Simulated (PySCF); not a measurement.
Species: C2H5F3Si.
SMILES with atom numbers: `[CH3:1][SiH2:2][C:3]([F:4])([F:5])[F:6]` (hydrogens: H7, H8, H9 on C1; H10, H11 on Si2)

Computed by this run: PySCF 2.14.0, PBE0-D3(BJ)/def2-SVP geometry optimisation, gas phase; density fitting, grid level 1; the optimiser is geomeTRIC in internal coordinates, started from a GFN2-xTB structure with every atom displaced at random (about 0.01 Å).

Step 0: E = -18160.2140 eV
```
atom  x, y, z in Å  |  force x, y, z in eV/Å
C1     -1.4543    0.3930    0.6168   -0.502   0.519  -0.333
Si2    -0.1419   -0.8568    0.2044    0.566   1.078   0.170
C3      1.4075    0.2061   -0.2894    1.748   0.447  -0.062
F4      1.2368    1.0106   -1.3487   -0.602  -0.107  -0.041
F5      2.4939   -0.5548   -0.6130   -0.706   0.003   0.352
F6      1.8324    1.0296    0.7116   -0.510  -0.556  -0.188
H7     -1.1598    1.0633    1.4334    0.265  -0.051   0.155
H8     -1.6705    1.0605   -0.2498    0.140  -0.399   0.216
H9     -2.4040   -0.0615    0.9206   -0.147  -0.172  -0.014
H10     0.3106   -1.6521    1.3558    0.004  -0.278   0.246
H11    -0.4126   -1.6637   -0.9725   -0.257  -0.481  -0.502
```

Question: Estimate the geometry and energy of step 1. (The exact step hangs on the optimiser's Hessian estimate; all steps are aligned on step 0, rigid shifts and turns removed.)

Answer: E = -18160.2972 eV, largest force 0.599 eV/Å
```
atom  x, y, z in Å  |  force x, y, z in eV/Å
C1     -1.5178    0.3992    0.6293    0.092   0.149   0.022
Si2    -0.1028   -0.7433    0.2162    0.059  -0.047  -0.053
C3      1.4972    0.2253   -0.2901   -0.518  -0.302   0.020
F4      1.2650    0.9855   -1.3748    0.209   0.044   0.044
F5      2.4518   -0.6645   -0.6085    0.171   0.220  -0.045
F6      1.9807    1.0232    0.6697    0.074   0.048  -0.050
H7     -1.2605    1.0454    1.4807    0.008   0.030   0.034
H8     -1.7538    1.0428   -0.2296   -0.013   0.036  -0.051
H9     -2.4229   -0.1643    0.8923   -0.038  -0.088   0.005
H10     0.3006   -1.5964    1.3675   -0.025  -0.048   0.030
H11    -0.3995   -1.5786   -0.9834   -0.019  -0.044   0.045
```

The energy changes by -0.0832 eV. The first-order estimate −F·Δx gives -0.2472 eV and the mean of the old and new forces, exact on a quadratic surface, -0.0872 eV. The step makes an angle of 75° with the force vector and moves no atom by more than 0.154 Å.

The cost below is that of the whole optimisation. Time: 38 s; peak memory 0.47 GiB. Hardware: Intel Xeon Platinum 8559C, one thread (shared host).
